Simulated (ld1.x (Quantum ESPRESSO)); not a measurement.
# Si: TM pseudisation with PBEsol, non-relativistic reference atom.

The input file (ld1.x (Quantum ESPRESSO) 7.5):

```
&input
   title='Si', zed=14., rel=0, dft='PBESOL', iswitch=3,
   config='[Ne] 3s2 3p2 3d-2',
   nld=3, rlderiv=1.95, eminld=-3.0, emaxld=5.0, deld=0.02
 /
 &inputp
   pseudotype=2, tm=.true., lloc=0,
   nlcc=.true., new_core_ps=.true.,
   file_pseudopw='Si.UPF', file_wfcaegen='ae.wfc', file_wfcncgen='nc.wfc', file_beta='beta', file_chi='chi'
 /
3
3P  2  1   2.00   0.00  1.80  1.80  0.0
3D  3  2  -2.00   0.20  1.40  1.40  0.0
3S  1  0   2.00   0.00  1.25  1.25  0.0
 &test
   configts(1)='3s2 3p2'
 /
```

Command:

```bash
ld1.x < Si.in > Si.out
```

Resulting log (shortened: banner, matrices, multipoles, cross overlaps and the repeated all-electron block are left out):

```
Program LD1 v.7.5
     --------------------------- All-electron run ----------------------------

     Si

     atomic number is 14.00
     dft =PBESOL   lsd =0 sic =0 latt =0  beta=0.20 tr2=1.0E-14
     Exchange-correlation= PBESOL
                           (   1   4  10   8   0   0   0)
     mesh =1141 r(mesh) = 100.57892 a.u. xmin = -7.00 dx = 0.01250
     1 Ry =  13.60569312 eV

     n l     nl                  e(Ry)          e(Ha)          e(eV)
     1 0     1S 1( 2.00)      -130.6515       -65.3258     -1777.6044
     2 0     2S 1( 2.00)       -10.1776        -5.0888      -138.4739
     2 1     2P 1( 6.00)        -7.0159        -3.5080       -95.4566
     3 0     3S 1( 2.00)        -0.7882        -0.3941       -10.7240
     3 1     3P 1( 2.00)        -0.2989        -0.1494        -4.0661

     final scf error:  8.5E-15 reached in  22 iterations

     Etot =    -577.335511 Ry,    -288.667756 Ha,   -7855.049797 eV

     Ekin =     576.346310 Ry,     288.173155 Ha,    7841.591022 eV
     Encl =   -1377.203960 Ry,    -688.601980 Ha,  -18737.814443 eV
     Eh   =     263.603815 Ry,     131.801907 Ha,    3586.512611 eV
     Exc  =     -40.081676 Ry,     -20.040838 Ha,    -545.338986 eV

     normalization and overlap integrals

     s(1S/1S) =  1.000000  <r> =   0.1118  <r2> =    0.0168  r(max) =   0.0732
     s(2S/2S) =  1.000000  <r> =   0.5707  <r2> =    0.3893  r(max) =   0.4543
     s(2P/2P) =  1.000000  <r> =   0.5385  <r2> =    0.3661  r(max) =   0.3861
     s(3S/3S) =  1.000000  <r> =   2.1710  <r2> =    5.4934  r(max) =   1.7967
     s(3P/3P) =  1.000000  <r> =   2.7894  <r2> =    9.3632  r(max) =   2.1672

     ------------------------ End of All-electron run ------------------------

     --------------------- Generating NC pseudopotential ---------------------

      Generating local pot.: lloc=0, matching radius rcloc =   1.2500

      Computing core charge for nlcc:

       r > 1.13 : true rho core
      Core charge pseudized with two Bessel functions
      Integrated core pseudo-charge :   4.13

      Wfc   3P  rcut= 1.797  Using Troullier-Martins method

      Wfc   3D  rcut= 1.399  Using Troullier-Martins method

     ------------------- End of pseudopotential generation -------------------

     Computing logarithmic derivative in   1.94880
     Computing logarithmic derivative in   1.94880
     Computing the partial wave expansion
       no projector for channel:   0
     R is outside the sphere for l=    1 j= 0.00
     R is outside the sphere for l=    2 j= 0.00

     ---------------------- Testing the pseudopotential ----------------------

     Si

     atomic number is 14.00   valence charge is  4.00
     dft =PBESOL   lsd =0 sic =0 latt =0  beta=0.20 tr2=1.0E-14
     mesh =1141 r(mesh) = 100.57892 xmin = -7.00 dx = 0.01250

     n l     nl             e AE (Ry)        e PS (Ry)    De AE-PS (Ry)
     1 0     3S   1( 2.00)       -0.78820       -0.78820       -0.00000
     2 1     3P   1( 2.00)       -0.29886       -0.29886        0.00000

     eps = 6.9E-15  iter = 17

     Etot =    -577.335511 Ry,    -288.667756 Ha,   -7855.049797 eV
     Etotps =   -14.304320 Ry,      -7.152160 Ha,    -194.620189 eV

     Ekin =       2.671264 Ry,       1.335632 Ha,      36.344392 eV
     Encl =     -13.622885 Ry,      -6.811443 Ha,    -185.348795 eV
     Ehrt =       5.863557 Ry,       2.931779 Ha,      79.777760 eV
     Ecxc =      -8.997773 Ry,      -4.498887 Ha,    -122.420940 eV
     (Ecc =      -6.791107 Ry,      -3.395554 Ha,     -92.397723 eV)
     Epseu=      -0.218483 Ry,      -0.109241 Ha,      -2.972607 eV

     ---------------------- End of pseudopotential test ----------------------
```

Generation and configuration tests took about 1.6 s on one core of a shared server CPU.

Transferability test of the new file with ld1.x, input:

```
&input
   title='Si', zed=14., rel=0, dft='PBESOL', iswitch=2,
   config='[Ne] 3s2 3p2 3d-2'
 /
 &test
   file_pseudo='Si.UPF', nconf=8,
   configts(1)='3s2 3p2',
   configts(2)='3s2 3p1',
   configts(3)='3s2 3p0',
   configts(4)='3s1 3p0',
   configts(5)='3s1 3p3',
   configts(6)='3s1 3p2',
   configts(7)='3s0 3p4',
   configts(8)='3s2 3p1.5'
 /
```

```bash
ld1.x < Si.test.in > Si.test.out
```

Pseudopotential blocks of its output, shortened (energy terms left out):

```
     ---------------------- Testing the pseudopotential ----------------------

     n l     nl             e AE (Ry)        e PS (Ry)    De AE-PS (Ry)
     1 0     3S   1( 2.00)       -0.78820       -0.78820       -0.00000
     2 1     3P   1( 2.00)       -0.29886       -0.29886        0.00000

     eps = 7.3E-15  iter = 17

     Etot =    -577.335511 Ry,    -288.667756 Ha,   -7855.049794 eV
     Etotps =   -14.304320 Ry,      -7.152160 Ha,    -194.620189 eV

     ---------------------- End of pseudopotential test ----------------------

          ---------------------- Testing the pseudopotential ----------------------

     n l     nl             e AE (Ry)        e PS (Ry)    De AE-PS (Ry)
     1 0     3S   1( 2.00)       -1.39186       -1.39058       -0.00128
     2 1     3P   1( 1.00)       -0.85537       -0.85458       -0.00079

     eps = 2.2E-15  iter = 12

     Etot =    -576.767839 Ry,    -288.383920 Ha,   -7847.326224 eV
     Etotps =   -13.736958 Ry,      -6.868479 Ha,    -186.900829 eV
     dEtot_ae =       0.567672 Ry
     dEtot_ps =       0.567363 Ry,   Delta E=       0.000309 Ry

     ---------------------- End of pseudopotential test ----------------------

          ---------------------- Testing the pseudopotential ----------------------

     n l     nl             e AE (Ry)        e PS (Ry)    De AE-PS (Ry)
     1 0     3S   1( 2.00)       -2.08958       -2.08608       -0.00350
     2 1     3P   1( 0.00)       -1.50569       -1.50324       -0.00244

     eps = 8.1E-16  iter =  9

     Etot =    -575.593647 Ry,    -287.796824 Ha,   -7831.350527 eV
     Etotps =   -12.564344 Ry,      -6.282172 Ha,    -170.946608 eV
     dEtot_ae =       1.741864 Ry
     dEtot_ps =       1.739976 Ry,   Delta E=       0.001888 Ry

     ---------------------- End of pseudopotential test ----------------------

          ---------------------- Testing the pseudopotential ----------------------

     n l     nl             e AE (Ry)        e PS (Ry)    De AE-PS (Ry)
     1 0     3S   1( 1.00)       -2.88659       -2.88384       -0.00276
     2 1     3P   1( 0.00)       -2.25617       -2.25331       -0.00286

     eps = 2.0E-15  iter =  7

     Etot =    -573.107246 Ry,    -286.553623 Ha,   -7797.521320 eV
     Etotps =   -10.081663 Ry,      -5.040831 Ha,    -137.168008 eV
     dEtot_ae =       4.228265 Ry
     dEtot_ps =       4.222657 Ry,   Delta E=       0.005607 Ry

     ---------------------- End of pseudopotential test ----------------------

          ---------------------- Testing the pseudopotential ----------------------

     n l     nl             e AE (Ry)        e PS (Ry)    De AE-PS (Ry)
     1 0     3S   1( 1.00)       -0.84251       -0.84269        0.00018
     2 1     3P   1( 3.00)       -0.34168       -0.34134       -0.00034

     eps = 9.0E-15  iter = 16

     Etot =    -576.840287 Ry,    -288.420143 Ha,   -7848.311924 eV
     Etotps =   -13.808854 Ry,      -6.904427 Ha,    -187.879037 eV
     dEtot_ae =       0.495224 Ry
     dEtot_ps =       0.495466 Ry,   Delta E=      -0.000241 Ry

     ---------------------- End of pseudopotential test ----------------------

          ---------------------- Testing the pseudopotential ----------------------

     n l     nl             e AE (Ry)        e PS (Ry)    De AE-PS (Ry)
     1 0     3S   1( 1.00)       -1.44439       -1.44334       -0.00104
     2 1     3P   1( 2.00)       -0.90103       -0.89980       -0.00124

     eps = 6.2E-15  iter =  9

     Etot =    -576.227859 Ry,    -288.113929 Ha,   -7839.979418 eV
     Etotps =   -13.197148 Ry,      -6.598574 Ha,    -179.556352 eV
     dEtot_ae =       1.107652 Ry
     dEtot_ps =       1.107172 Ry,   Delta E=       0.000481 Ry

     ---------------------- End of pseudopotential test ----------------------

          ---------------------- Testing the pseudopotential ----------------------

     n l     nl             e AE (Ry)        e PS (Ry)    De AE-PS (Ry)
     1 0     3S   1( 0.00)       -0.89094       -0.89166        0.00071
     2 1     3P   1( 4.00)       -0.38006       -0.37947       -0.00059

     eps = 1.4E-16  iter =  9

     Etot =    -576.334328 Ry,    -288.167164 Ha,   -7841.428005 eV
     Etotps =   -13.302005 Ry,      -6.651003 Ha,    -180.983002 eV
     dEtot_ae =       1.001183 Ry
     dEtot_ps =       1.002315 Ry,   Delta E=      -0.001132 Ry

     ---------------------- End of pseudopotential test ----------------------

          ---------------------- Testing the pseudopotential ----------------------

     n l     nl             e AE (Ry)        e PS (Ry)    De AE-PS (Ry)
     1 0     3S   1( 2.00)       -1.07563       -1.07514       -0.00049
     2 1     3P   1( 1.50)       -0.56297       -0.56270       -0.00027

     eps = 3.0E-16  iter = 14

     Etot =    -577.121365 Ry,    -288.560682 Ha,   -7852.136186 eV
     Etotps =   -14.090231 Ry,      -7.045116 Ha,    -191.707363 eV
     dEtot_ae =       0.214146 Ry
     dEtot_ps =       0.214089 Ry,   Delta E=       0.000057 Ry

     ---------------------- End of pseudopotential test ----------------------
```
